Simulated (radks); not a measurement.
Problem. Tl2+, 79 electrons, occupied as [Xe] 4f14 5d10 6s(up 0.5, down 0.5) (fractional occupations, a model configuration). All-electron calculation, scalar-relativistic Kohn-Sham, PBEsol, spin-polarised, spherical densities, finite nucleus; Fermi nuclear charge, rms radius 5.4759 fm. Program: a radial shooting solver on a logarithmic mesh with Libxc functionals. Some entries of the table are withheld. Estimate them.

orbital,occ.,eigenvalue (eV),<r^2> (bohr^2),<r> (bohr)
1s,2,-85569.11,0.0003692,0.01633
2s,2,-15251.89,0.005609,0.06878
2p,6,-13127.51,0.004756,0.06236
3s,2,-3654.055,0.03610,0.1776
3p,6,-3042.285,0.03729,0.1793
3d,10,-2406.686,(1),0.1625
4s,2,-829.0647,0.1732,(2)
4p,6,-628.4130,0.1982,0.4177
4d,10,(3),0.2234,0.4399
5s,2,-148.8670,0.8623,0.8770
4f,14,-132.0233,(4),0.4677
5p,6,-94.0404,1.145,1.007
5d,10,-33.1961,2.159,(5)
6s,1,-25.4123,5.751,2.263

Solution. 
(1) 3d <r^2> (bohr^2): 0.03089
(2) 4s <r> (bohr): 0.3918
(3) 4d eigenvalue (eV): -392.8037
(4) 4f <r^2> (bohr^2): 0.2629
(5) 5d <r> (bohr): 1.362
